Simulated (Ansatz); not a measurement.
Computed with Ansatz (a quantum-chemistry and plane-wave program) with B3LYP-D3(BJ)/def2-SVP. No frequencies were computed at this level.

Ansatz 0.2 input:
```yaml
crystal:
  periodic: [false, false, false]
  atoms:
    - { symbol: C, position_ang: [2.829262, -0.214239, 0.380694] }
    - { symbol: C, position_ang: [1.589147, -0.336307, -0.490539] }
    - { symbol: Si, position_ang: [-0.023495, 0.124397, 0.396801] }
    - { symbol: I, position_ang: [-0.327716, -1.307605, 2.39865] }
    - { symbol: I, position_ang: [0.111901, 2.45051, 1.246391] }
    - { symbol: C, position_ang: [-1.514981, -0.056447, -0.762078] }
    - { symbol: C, position_ang: [-2.844954, 0.297335, -0.115669] }
    - { symbol: H, position_ang: [2.958139, 0.807492, 0.733172] }
    - { symbol: H, position_ang: [3.71887, -0.490814, -0.18194] }
    - { symbol: H, position_ang: [2.761985, -0.869381, 1.247324] }
    - { symbol: H, position_ang: [1.700345, 0.302617, -1.368705] }
    - { symbol: H, position_ang: [1.505785, -1.360636, -0.858733] }
    - { symbol: H, position_ang: [-1.358055, 0.578352, -1.636245] }
    - { symbol: H, position_ang: [-1.552627, -1.084899, -1.126272] }
    - { symbol: H, position_ang: [-2.849164, 1.331066, 0.225166] }
    - { symbol: H, position_ang: [-3.659111, 0.174367, -0.827342] }
    - { symbol: H, position_ang: [-3.045327, -0.345805, 0.73932] }
basis:
  gaussian: { orbitals: def2-svp }
hamiltonian:
  xc: b3lyp
  dispersion: d3bj
relax:
  max_steps: 150
```

Output:

```
Functional definition: B3LYP
2133 factors; integrals over basis functions are off by at most 3.3e-4 eV
mean field evaluation 1: about -28380.6377 eV, gradient 7.1e1 eV
mean field evaluation 2: about -28372.0306 eV, gradient 8.9e1 eV
mean field evaluation 4: about -28393.4980 eV, gradient 4.8e0 eV
mean field evaluation 8: about -28393.5887 eV, gradient 8.7e-2 eV
mean field evaluation 16: about -28393.5888 eV, gradient 2.2e-5 eV
mean field -28393.58876303 eV, -1043.4451411757 hartree, gradient 2.2e-5 eV, S^2 0.000000; 0 other end points of the search recorded, 0 dependent functions left out
reference -28393.58906601 eV, -1043.4451523101 hartree; 49, 49 occupied and 127, 127 virtual orbitals, 2133 factors
relax step   1: F+E_penalty+E_count = -28394.67070360 eV  Δ(F+E_penalty+E_count) = +0.000e0 eV  max|allowed force component| = 6.657e-1 eV/Å  Δτ_max = 0.0000 Å  (29 SCF iters, accepted)
these checks for a lower state are left out or cut short: starts, cluster_reference, orbital_swaps, neighbouring_geometries, increment
2133 factors; integrals over basis functions are off by at most 3.5e-4 eV
mean field -28393.66418089 eV, -1043.4479127309 hartree, gradient 2.4e-5 eV, S^2 0.000000; 0 other end points of the search recorded, 0 dependent functions left out
reference -28393.66448398 eV, -1043.4479238693 hartree; 49, 49 occupied and 127, 127 virtual orbitals, 2133 factors
relax step   2: F+E_penalty+E_count = -28394.73639808 eV  Δ(F+E_penalty+E_count) = -6.569e-2 eV  max|allowed force component| = 1.473e-1 eV/Å  Δτ_max = 0.1768 Å  (31 SCF iters, accepted)
these checks for a lower state are left out or cut short: starts, cluster_reference, orbital_swaps, neighbouring_geometries, increment
2133 factors; integrals over basis functions are off by at most 3.6e-4 eV
mean field evaluation 32: about -28393.6766 eV, gradient 2.7e-5 eV
mean field -28393.67655463 eV, -1043.4483674574 hartree, gradient 2.7e-5 eV, S^2 0.000000; 0 other end points of the search recorded, 0 dependent functions left out
reference -28393.67685767 eV, -1043.4483785940 hartree; 49, 49 occupied and 127, 127 virtual orbitals, 2133 factors
relax step   3: F+E_penalty+E_count = -28394.75429800 eV  Δ(F+E_penalty+E_count) = -1.790e-2 eV  max|allowed force component| = 8.505e-2 eV/Å  Δτ_max = 0.0770 Å  (31 SCF iters, accepted)
these checks for a lower state are left out or cut short: starts, cluster_reference, orbital_swaps, neighbouring_geometries, increment
2133 factors; integrals over basis functions are off by at most 3.6e-4 eV
mean field -28393.67731360 eV, -1043.4483953492 hartree, gradient 1.6e-5 eV, S^2 0.000000; 0 other end points of the search recorded, 0 dependent functions left out
reference -28393.67761673 eV, -1043.4484064888 hartree; 49, 49 occupied and 127, 127 virtual orbitals, 2133 factors
relax step   4: F+E_penalty+E_count = -28394.75528469 eV  Δ(F+E_penalty+E_count) = -9.867e-4 eV  max|allowed force component| = 3.188e-2 eV/Å  Δτ_max = 0.0191 Å  (26 SCF iters, accepted)
these checks for a lower state are left out or cut short: starts, cluster_reference, orbital_swaps, neighbouring_geometries, increment
2133 factors; integrals over basis functions are off by at most 3.6e-4 eV
mean field -28393.67773325 eV, -1043.4484107709 hartree, gradient 5.9e-6 eV, S^2 0.000000; 0 other end points of the search recorded, 0 dependent functions left out
reference -28393.67803635 eV, -1043.4484219097 hartree; 49, 49 occupied and 127, 127 virtual orbitals, 2133 factors
relax step   5: F+E_penalty+E_count = -28394.75546451 eV  Δ(F+E_penalty+E_count) = -1.798e-4 eV  max|allowed force component| = 7.952e-3 eV/Å  Δτ_max = 0.0072 Å  (25 SCF iters, accepted)
2133 factors; integrals over basis functions are off by at most 3.6e-4 eV
mean field -28393.67773325 eV, -1043.4484107709 hartree, gradient 5.9e-6 eV, S^2 0.000000; 1 other end points of the search recorded, 0 dependent functions left out
reference -28393.67803635 eV, -1043.4484219097 hartree; 49, 49 occupied and 127, 127 virtual orbitals, 2133 factors
Total energy: -28394.75576761 eV, -1043.4880278029 hartree
Atom 0 at     2.859949    -0.217367     0.382207 Å, force     0.000328    -0.001502    -0.004780 eV/Å
Atom 1 at     1.589774    -0.328495    -0.464834 Å, force     0.007447     0.000680     0.004978 eV/Å
Atom 2 at    -0.023057     0.122111     0.389436 Å, force    -0.000304     0.001591     0.005116 eV/Å
Atom 3 at    -0.329304    -1.369809     2.352696 Å, force     0.000204     0.000226    -0.002098 eV/Å
Atom 4 at     0.120514     2.475488     1.173679 Å, force     0.000013    -0.001449    -0.001641 eV/Å
Atom 5 at    -1.518629    -0.048249    -0.736747 Å, force    -0.007952     0.002069     0.003631 eV/Å
Atom 6 at    -2.875503     0.299728    -0.119513 Å, force     0.000239    -0.001494    -0.004788 eV/Å
Atom 7 at     3.007108     0.811722     0.745018 Å, force    -0.000157    -0.002731    -0.001158 eV/Å
Atom 8 at     3.750770    -0.500238    -0.200489 Å, force    -0.003718     0.000960     0.001712 eV/Å
Atom 9 at     2.809612    -0.876577     1.262673 Å, force     0.000346     0.001593    -0.002485 eV/Å
Atom 10 at     1.651460     0.323331    -1.355374 Å, force    -0.000749    -0.002118     0.001387 eV/Å
Atom 11 at     1.454587    -1.359610    -0.839361 Å, force    -0.000210     0.002642    -0.000059 eV/Å
Atom 12 at    -1.309307     0.590266    -1.614373 Å, force     0.000111    -0.002196     0.001462 eV/Å
Atom 13 at    -1.506174    -1.092676    -1.098359 Å, force     0.000683     0.002561     0.000019 eV/Å
Atom 14 at    -2.897902     1.344104     0.228467 Å, force    -0.000133    -0.002733    -0.001156 eV/Å
Atom 15 at    -3.688498     0.170470    -0.851252 Å, force     0.003478     0.000311     0.002342 eV/Å
Atom 16 at    -3.095395    -0.344195     0.746122 Å, force     0.000375     0.001591    -0.002482 eV/Å
Dipole moment:     0.029111    -0.154158    -0.491674 e Å
```

Cost: very roughly 2.6 core-minutes.
